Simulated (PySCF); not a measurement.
## Electron correlation in F (fluorine, neutral)

[He] 2s1 2p6, 2S determinant (an excited configuration). All numbers are calculated (PySCF 2.14, the spin-free X2C one-electron Hamiltonian (Gaussian nucleus), in aug-cc-pCVQZ-DK (9s8p6d4f2g, 109 functions)). Frozen: 1s2; 7 electrons correlated.

MP2 pair energies summed by pair of shells (mhartree):

| pair | energy | share (%) |
| --- | --- | --- |
| 2p-2p | -259.19 | 86.2 |
| 2s-2p | -41.46 | 13.8 |

Total MP2 correlation energy: -300.65 mhartree.

Same-spin part -65.02 and opposite-spin part -235.64 mhartree; SCS-MP2 scales them by 1/3 and 6/5 to -304.44 mhartree.
